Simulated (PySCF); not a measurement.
SMILES FC(F)(c1cc(ccc1)C(C)C)F, singlet, GFN2-xTB optimised geometry.

```
24

C     -1.65    -2.26    -1.27
C     -1.92    -1.46     0.00
C     -1.59    -2.29     1.25
C     -1.15    -0.17     0.00
C     -1.81     1.05    -0.01
C     -1.11     2.25    -0.01
C      0.27     2.25    -0.01
C      0.94     1.03     0.00
C      2.44     1.00    -0.03
F      2.99     2.09     0.53
F      2.95    -0.06     0.61
F      2.92     0.94    -1.29
C      0.24    -0.17     0.00
H     -2.26    -3.16    -1.29
H     -0.60    -2.55    -1.33
H     -1.88    -1.66    -2.15
H     -2.99    -1.22     0.03
H     -0.55    -2.60     1.24
H     -2.21    -3.19     1.28
H     -1.78    -1.71     2.15
H     -2.89     1.07    -0.01
H     -1.65     3.19    -0.02
H      0.83     3.17    -0.01
H      0.78    -1.10     0.01
```

Density from PBE/def2-SVP (PySCF 2.14.0) at that geometry.

Minimum of the electron density along straight lines between bonded atoms, close to the bond critical point (lines longer than 1.1 times the sum of covalent radii, or with two minima, are not listed):

| bond | length / Å | ρ at the minimum / e bohr⁻³ | ∇²ρ there / e bohr⁻⁵ | position (fraction from the first atom) |
|---|---|---|---|---|
| C1–C2 | 1.530 | 0.239 | -0.51 | 0.50 |
| C2–C3 | 1.530 | 0.239 | -0.51 | 0.50 |
| C2–C4 | 1.508 | 0.251 | ___ | 0.49 |
| C4–C5 | 1.390 | 0.307 | -0.75 | 0.50 |
| C5–C6 | 1.384 | 0.310 | -0.77 | 0.50 |
| C6–C7 | 1.383 | 0.310 | -0.77 | 0.50 |
| C7–C8 | 1.388 | 0.306 | -0.74 | 0.50 |
| C8–C9 | 1.501 | 0.267 | ___ | 0.47 |
| C9–F10 | 1.342 | 0.276 | -0.26 | 0.35 |
| C9–F11 | 1.344 | 0.275 | -0.27 | 0.35 |
| C9–F12 | 1.350 | 0.272 | -0.31 | 0.35 |
| C4–C13 | 1.389 | 0.307 | -0.75 | 0.50 |
| C8–C13 | 1.387 | 0.306 | -0.74 | 0.51 |
| C1–H14 | 1.087 | 0.274 | -0.99 | 0.63 |
| C1–H15 | 1.087 | 0.275 | -0.99 | 0.63 |
| C1–H16 | 1.088 | 0.275 | -1.00 | 0.63 |
| C2–H17 | 1.095 | 0.274 | -0.97 | 0.62 |
| C3–H18 | 1.087 | 0.275 | -0.99 | 0.63 |
| C3–H19 | 1.087 | 0.274 | -0.99 | 0.63 |
| C3–H20 | 1.088 | 0.275 | -1.00 | 0.63 |
| C5–H21 | 1.081 | 0.281 | -1.05 | 0.63 |
| C6–H22 | 1.079 | 0.282 | -1.06 | 0.63 |
| C7–H23 | 1.079 | 0.283 | -1.07 | 0.64 |
| C13–H24 | 1.079 | 0.283 | -1.07 | 0.64 |

### Question
Some entries are withheld; supply them.

### Answer

- C2–C4, ∇²ρ there / e bohr⁻⁵: -0.56
- C8–C9, ∇²ρ there / e bohr⁻⁵: -0.66
